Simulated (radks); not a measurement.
Spherical quantum dot in the effective-mass picture: electrons in a parabolic well V = omega^2 r^2 / 2 with omega = 0.225, with a point charge +2 (a donor) at the centre, all in effective atomic units (hartree* = m*/eps^2 hartree, bohr* = eps/m* bohr), one dielectric constant everywhere. Method: non-relativistic Kohn-Sham, exchange-only LDA, spin-polarised, spherical densities; computed with a radial shooting solver with Libxc functionals. Levels are named by radial order and angular momentum (1s, 1p, 1d, 2s, ...), and open shells are averaged over m. Results are scaled to m* = 0.079 and eps = 7.6, for which hartree* = 37.22 meV and bohr* = 5.091 nm.

N = 37, configuration 1s2 1p6 1d10 2s2 1f14 2p(up 2, down 0) 3s(up 1, down 0). This is the lowest configuration that the search found. Occupied levels:

| level | occupation | eigenvalue (meV) | <r> (nm) |
|---|---|---|---|
| 1s up | 1 | 195.56 | 5.169 |
| 1s down | 1 | 196.51 | 5.026 |
| 2s up | 1 | 213.04 | 28.49 |
| 2s down | 1 | 213.64 | 30.39 |
| 1p up | 3 | 214.15 | 29.57 |
| 1p down | 3 | 214.72 | 31.55 |
| 1d up | 5 | 216.64 | 34.54 |
| 1d down | 5 | 216.93 | 35.01 |
| 3s up | 1 | 218.88 | 30.77 |
| 1f up | 7 | 219.29 | 37.34 |
| 1f down | 7 | 219.51 | 37.37 |
| 2p up | 2 | 219.62 | 29.40 |

Energy (meV): total 4539.14, kinetic 300.89, external 934.85, Hartree 3544.1, exchange-correlation -240.68.
